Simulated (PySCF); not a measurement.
**Computed vibrations of [Yb(NH3)3]3+**

[Yb(NH3)3]3+ (singlet in the valence; each metal's 4f electrons, 13 of them, lie in its core potential, out of spins and levels). PySCF 2.14.0, RKS BP86, Yb lcecp-1-SVP with ECP59, N def2-SVP, H def2-SVP; non-relativistic Hamiltonian with scalar-relativistic core potentials where named; density fitting; no spin-orbit coupling. Central differences of gradients.

```xyz
13

Yb    0.0000    0.0000    0.0000
N     2.3610    0.0011    0.0000
H     2.8177   -0.4726    0.8168
H     2.8177   -0.4726   -0.8168
H     2.8181    0.9444    0.0000
N    -1.1814    2.0441    0.0000
H    -0.9996    2.6765    0.8168
H    -0.9996    2.6765   -0.8168
H    -2.2270    1.9684    0.0000
N    -1.1795   -2.0452    0.0000
H    -1.8182   -2.2039    0.8168
H    -1.8182   -2.2039   -0.8168
H    -0.5912   -2.9128    0.0000
```

Run from Python with OMP_NUM_THREADS=2. Where DIIS fails, smearing, a level shift and second-order steps follow.
It took 3.2 min on 2 threads of Intel(R) Xeon(R) Processor @ 2.70GHz (shared host).

Problem. What are the harmonic wavenumbers and infrared intensities?

Solution. Modes are labelled in C3h; negative numbers are unstable modes, those under 60 cm⁻¹ near the noise; a finer grid moves soft modes by up to 10 cm⁻¹.
```tsv
cm⁻¹	km/mol	symmetry
-46	–	a''
-46	–	e''
-46	–	e''
-42	–	a''
84	11.3	e'
84	11.3	e'
359	0.0	a'
367	4.5	e'
367	4.5	e'
637	0.0	a'
653	0.0	e''
653	0.0	e''
670	209.5	a''
682	82.1	e'
682	82.1	e'
1380	193.5	e'
1380	193.5	e'
1383	0.0	a'
1556	142.4	a''
1557	75.0	e'
1557	75.0	e'
1559	0.0	a'
1559	0.0	e''
1559	0.0	e''
3211	359.0	e'
3211	359.0	e'
3222	0.0	a'
3271	0.0	e''
3271	0.0	e''
3272	494.3	a''
3277	0.0	a'
3278	239.3	e'
3278	239.3	e'
```

Problem. Is this a minimum?

Solution. Probably not: 4 unstable, though so soft as to be near the noise; the lowest moves the atoms so:
```
Yb   0.00  0.00  0.01
N    0.00  0.00 -0.04
H    0.01  0.29  0.12
H   -0.01 -0.29  0.12
H    0.00  0.00 -0.37
N    0.00  0.00 -0.04
H   -0.25 -0.13  0.12
H    0.25  0.13  0.12
H    0.00  0.00 -0.37
N    0.00  0.00 -0.04
H    0.24 -0.15  0.12
H   -0.24  0.15  0.12
H    0.00  0.00 -0.37
```

An lcecp potential fixes the number of 4f electrons, so in runs with it no electron can move into or out of that shell.
